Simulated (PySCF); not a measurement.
## How the method changes the constants of AsI

State: ³Σ⁻ (triplet), unpaired electrons π ↑↑. Set-up: PySCF, scalar-relativistic core potentials, basis sets As def2-SVP, I def2-SVP with ECP28. De refers to As + I in their high-spin ground configurations, without counterpoise correction. The functionals are run spin-unrestricted. A positive dipole means As(−)I(+).

| Level | Re (Å) | ωe (cm⁻¹) | De (eV) | μ (D) | CPU s a point (SCF and correlation, without the integrals) |
| --- | --- | --- | --- | --- | --- |
| UHF | 2.544 | 246 | 0.88 | -1.45 | 0.2 |
| UHF-MP2 | 2.524 | 252 | 1.77 | n/a | 0.39 |
| UHF-SCS-MP2 | 2.536 | 248 | 1.69 | n/a | n/a |
| LDA | 2.478 | 267 | 3.23 | -0.19 | 0.51 |
| PBE | 2.519 | 251 | 2.63 | -0.42 | 0.87 |
| r²SCAN | 2.504 | 258 | 2.47 | -0.52 | 1.2 |
| PBE0 | 2.500 | 260 | 2.39 | -0.65 | 1.3 |
| M06 | 2.513 | 255 | 2.43 | -0.60 | 1.3 |
| HSE06 | 2.504 | 258 | 2.44 | -0.62 | 1.3 |
| MN15 | 2.505 | 254 | 2.15 | -0.70 | 1.4 |

Question: What does a quarter of exact exchange do here, going from PBE to PBE0?

Answer: PBE0 less PBE: -1.9 pm in Re, +3.6 % in ωe, -0.24 eV in De. Exact exchange removes part of the self-interaction that spreads semilocal densities, and in most molecules shortens and stiffens the bond and lowers De; so it does here.

Question: What does the step from GGA to meta-GGA do here, going from PBE to r²SCAN?

Answer: r²SCAN less PBE: -1.5 pm in Re, +2.8 % in ωe, -0.16 eV in De. 

Question: What does second-order correlation do here, going from UHF to UHF-MP2?

Answer: UHF-MP2 less UHF: -2.0 pm in Re, +2.4 % in ωe, +0.89 eV in De. Correlation nearly always deepens the well. The bond shortens, as in weak, metallic or heavy-atom bonds, where dispersion and the correlation of outer-core electrons pull the atoms together.

Correlated steps freeze 13 core orbitals. Correlated levels converge slowly with the basis: in double zeta they bind strong bonds too weakly, by up to about 1 eV, and carry superposition errors of some tenths. These are scalar-relativistic numbers at best; spin–orbit coupling would shift them, the dissociation energy most. The state is the lowest determinant that a PBE0 search found; another state may lie lower at other levels.

The whole job (state search and all levels along the bond) took about 2.9 min on 1 thread of Arm Neoverse V2 (shared host), peak memory 0.84 GiB.
